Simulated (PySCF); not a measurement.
Compound: C₂H₈NSi (doublet state).
Geometry (GFN2-xTB, Å), atoms numbered from 1 in this order:
```xyz
12
C2H8NSi angstrom
C     -0.0305    1.3448    0.3006
N      0.1184   -0.0486   -0.0088
C     -1.1313   -0.6914   -0.2994
Si     1.4990   -0.9489    0.5130
H     -0.6614    1.5021    1.1855
H     -0.4968    1.8656   -0.5422
H      0.9440    1.7882    0.4880
H     -1.6140   -0.2004   -1.1511
H     -1.8233   -0.6459    0.5525
H     -0.9603   -1.7352   -0.5507
H      1.5119   -2.1642   -0.2938
H      2.6454   -0.0667    0.3245
```

Identity: `CN(C)[SiH2]` [radical].

Method: PySCF, UKS B3LYP, pcH-1 on C H N Si, non-relativistic, mean-field spin-orbit, GIAO. One conformer (not necessarily the lowest) at the GFN2-xTB geometry, without solvent, vibrations or thermal averaging. The geometry wasn't refined by DFT: couplings that depend on bond lengths, twists or pyramidal angles can differ widely from those at the functional's own minimum, by a factor of two or more for some ions and for spin on atoms past the first row. Stability of the SCF solution: not tested.

(1) The isotropic 1H couplings, averaged over equivalent nuclei, are +89.9, +10.7 MHz. Assign them to H5 (×6); H11/H12.

Results:

(1) 
```csv
site,a_iso (MHz),ρ(0) (bohr⁻³),position,distance from Si4 (Å),bound to,spin population there,largest |T| (MHz)
H5 (×6),+10.7,+0.0024,3 bonds from Si4,3.25,C1/C3,-0.01,4.2
H11/H12,+89.9,+0.0201,1 bond from Si4,1.46,Si4,+0.73,7.1
```

ρ(0) is the spin density at the nucleus and T the dipolar tensor; a_iso includes a spin–orbit part; entries for several nuclei are means. Largest spin populations (Mulliken): Si4 (+0.73) and N2 (+0.18). The angles at Si4 add up to 327.0°, so it is pyramidal.

Means are taken over nuclei equivalent by connectivity, which assumes that they swap fast. The six 1H nuclei of mean +10.7 MHz run from 0.6 to 16.3 MHz in the frozen geometry.

Hardware: one thread, Intel Xeon at 2.70 GHz (x86_64), no GPU (shared host). Cost: 32 s of wall time (with the writing of density and orbital grids), 0.66 GiB resident at most.
